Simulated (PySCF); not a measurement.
## Field gradients at the hydrogen positions

Compound: C13H13P.
Structure used (PBE0-D3(BJ)/def2-SVP), in Å, numbered top down from 1:
```
atom  x, y, z in Å
C1     0.4063   -2.0233   -1.5820
P2     0.1243   -0.1970   -1.6295
C3    -1.2575    0.0054   -0.4356
C4    -1.5052    1.2888    0.0779
C5    -2.5752    1.5205    0.9355
C6    -3.4321    0.4756    1.2864
C7    -3.2050   -0.7989    0.7743
C8    -2.1252   -1.0335   -0.0785
C9     1.5423    0.3612   -0.5903
C10    1.6349    0.0901    0.7821
C11    2.7452    0.5072    1.5106
C12    3.7785    1.2005    0.8775
C13    3.6953    1.4780   -0.4850
C14    2.5800    1.0633   -1.2136
H15    0.4530   -2.4250   -0.5579
H16    1.3629   -2.2239   -2.0863
H17   -0.3838   -2.5415   -2.1461
H18   -0.8406    2.1149   -0.1921
H19   -2.7444    2.5248    1.3318
H20   -4.2752    0.6573    1.9571
H21   -3.8700   -1.6238    1.0425
H22   -1.9639   -2.0433   -0.4620
H23    0.8224   -0.4427    1.2846
H24    2.8057    0.2924    2.5805
H25    4.6486    1.5291    1.4515
H26    4.4986    2.0261   -0.9835
H27    2.5074    1.2895   -2.2814
```

Level: PBE0/pcSseg-1 (PySCF, non-relativistic); Q(2H) = 0.00286 b; rigid geometry, the same for H and D, with no vibrational averaging.

Task: Tabulate Vzz, the asymmetry η and χzz = 234.96 MHz × Q × Vzz for every hydrogen position.

Result: 
| atom | bonded to | bond length (Å) | Vzz (au) | η | χzz (kHz) |
| --- | --- | --- | --- | --- | --- |
| H15 | C1 | 1.101 | 0.2925 | 0.00 | 197 |
| H16 | C1 | 1.100 | 0.2952 | 0.02 | 198 |
| H17 | C1 | 1.100 | 0.2946 | 0.01 | 198 |
| H18 | C4 | 1.094 | 0.2984 | 0.08 | 200 |
| H19 | C5 | 1.093 | 0.3036 | 0.06 | 204 |
| H20 | C6 | 1.093 | 0.3046 | 0.07 | 205 |
| H21 | C7 | 1.093 | 0.3036 | 0.07 | 204 |
| H22 | C8 | 1.092 | 0.3035 | 0.08 | 204 |
| H23 | C10 | 1.094 | 0.2983 | 0.06 | 200 |
| H24 | C11 | 1.093 | 0.3034 | 0.06 | 204 |
| H25 | C12 | 1.093 | 0.3037 | 0.06 | 204 |
| H26 | C13 | 1.093 | 0.3037 | 0.07 | 204 |
| H27 | C14 | 1.094 | 0.2988 | 0.06 | 201 |

Task: How does χzz go with the bond length over the 13 C–H bonds?

Result: A straight-line fit has a slope of -7.9 kHz for each 0.01 Å, with a correlation coefficient of -0.91, over lengths from 1.092 to 1.101 Å. The longer bonds have the smaller couplings here.

The structure is a single PBE0-D3(BJ)/def2-SVP conformer in the gas phase; no vibrational or solvent corrections. The basis is small and wasn't made for field gradients, so the couplings can be 20 % off.
